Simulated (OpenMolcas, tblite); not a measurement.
# [SiF5]− (SMILES F[Si-](F)(F)(F)F): methods side by side

[SiF5]− has 6 atoms, charge -1, and is taken as a singlet. As SMILES, `F[Si-](F)(F)(F)F`. Geometry: relaxed at PBE0-D4/def2-TZVPD.

Each level gives the HOMO–LUMO gap (eV). The values are calculated.

```
                              level            kind     program  value (eV)   CPU time
                           GFN2-xTB  semi-empirical      tblite       10.91  under 2 s
                          IPEA1-xTB  semi-empirical      tblite        9.29  under 2 s
    HF/6-31G* (spherical functions)    Hartree–Fock  OpenMolcas       21.67       15 s
 SVWN5/6-31G* (spherical functions)             LDA  OpenMolcas        8.67       26 s
revPBE/6-31G* (spherical functions)             GGA  OpenMolcas        8.83       37 s
  TPSS/6-31G* (spherical functions)        meta-GGA  OpenMolcas        9.15       47 s
 BHLYP/6-31G* (spherical functions)   global hybrid  OpenMolcas       15.12       32 s
B2PLYP/6-31G* (spherical functions)   double hybrid  OpenMolcas       15.51       24 s
```

Sets without diffuse functions describe the anion poorly. The values span 8.67 to 21.67 eV. Orbital gaps aren't excitation energies, and those of double hybrids come from the SCF part alone; they tend to grow with the share of exact exchange. CPU times are rough (shared hosts, several kinds of processor and program).
